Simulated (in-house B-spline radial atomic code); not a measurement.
Results of a calculation; reference values are marked as such.
# Br in an electron gas of r_s = 3.6: phase shifts, screening and friction

A nucleus sits in a uniform electron gas with a rigid positive background. The Kohn-Sham equations are solved self-consistently in the spin-unpolarised LDA (PW92), non-relativistic, on B-splines with outgoing waves at the boundary and partial waves to l = 8. The model has no lattice, no bands and no magnetic solution. Atomic units; δ_l are the phase shifts at the Fermi level, counted so that each bound state adds π, and good to about 0.0005.

The density parameter is r_s = 3.6 bohr.

```tsv
l	δ_l (rad)
0	11.6285
1	8.9169
2	3.3067
3	0.0111
4	-0.0010
5	0.0000
6	0.0000
7	0.0002
8	0.0001
```

Bound levels below the band bottom (hartree): s -8.15, p -6.04, d -2.264, s -0.4931, p -0.08928 and deeper ones.

Check the Friedel sum rule, and say where the screening charge sits.

k_F = (9π/4)^(1/3)/r_s = 0.53310. The rule is Z = (2/π) Σ (2l + 1) δ_l. The terms are s 7.403, p 17.030, d 10.526, f 0.049 and -0.003 beyond, in all 35.005 against Z = 35. Bound states hold 8 s, 18 p, 10 d electrons, so the scattering states carry -0.99 in all; where a term is smaller than its bound count, the bound level has drawn weight out of the band.

Find the transport cross section and the electronic stopping of a 2 keV Br ion (mass 79.9 u).

σ_tr = (4π/k_F²) Σ (l + 1) sin²(δ_l − δ_(l+1)). The terms for l = 0 to 3 are 0.1738, 0.7771, 0.0706, 0.0006, all together 1.0220, so σ_tr = 44.217 × 1.0220 = 45.191 bohr². With n = 3/(4π r_s³) = 0.005117, the friction coefficient is Q = n k_F σ_tr = 0.1233. For v well below v_F = 0.533, dE/dx = Q v; with 24801 eV per u at v = 1, v = √(2000/(24801 × 79.9)) = 0.0318, so dE/dx = 0.00392 hartree/bohr = 2.01 eV/nm. The largest term couples the p and d waves.
